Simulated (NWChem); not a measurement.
CH2InNO; SMILES C(=O)=[N][InH2]

```xyz
6

In     0.0000     0.0000    -0.9425
H      0.0000     1.5850    -1.5920
H      0.0000    -1.5850    -1.5920
N      0.0000     0.0000     1.1041
C      0.0000     0.0000     2.3029
O      0.0000     0.0000     3.4775
```
Atoms are numbered in this order, from 1.

All runs: NWChem. The geometry was optimised at PBE0/def2-SVP. No frequency run checked for a minimum. def2 effective core potentials on In; no spin-orbit coupling. Ions are spin-unrestricted doublets at the neutral geometry; other ion states weren't tried.

Estimate the computed values for PBE/def2-SVP. Quantities: vertical ionisation energy, ΔSCF (eV); −ε(HOMO) (eV).


| Quantity | Result |
|---|---|
| vertical ionisation energy, ΔSCF (eV) | 9.53 |
| −ε(HOMO) (eV) | 6.29 |
